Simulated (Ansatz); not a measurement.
CH5BSi, SMILES `CB=[SiH2]` (charge 0, multiplicity 1).

Z-matrix (Å, degrees):
```
B
C 1 1.5195
H 2 1.0920 1 114.43
H 2 1.0972 3 108.71 1 122.83
H 2 1.0975 3 108.60 4 114.87
Si 1 1.8673 2 162.05 3 179.65
H 6 1.4865 1 109.78 2 -119.03
H 6 1.4867 7 111.46 1 121.82
```
Charge 0, multiplicity 1.

Frozen-core energies in 6-31g from Ansatz (a program for electronic structure) at a geometry from B3LYP-D3(BJ)/def2-TZVP; the HF reference has <S^2> = 0.00 (restricted, and unstable towards unrestricted orbitals) and the T1 diagnostic is 0.021.

```json
[
 {"level": "HF", "energy (Ha)": "-354.22114"},
 {"level": "MP2", "energy (Ha)": "-354.41692"},
 {"level": "CCSD", "energy (Ha)": "-354.45973"}
]
```

Estimate the energies of CCSD(T), CCSDT, CCSDT(Q) and CCSDTQ, and give each level's difference from CCSDTQ.


```tsv
level	energy (Ha)	difference from CCSDTQ (mHa)
MP2	-354.41692	51.47
CCSD	-354.45973	8.66
CCSD(T)	-354.46687	1.52
CCSDT	-354.46799	0.40
CCSDT(Q)	-354.46840	-0.01
CCSDTQ	-354.46839	0.00
```
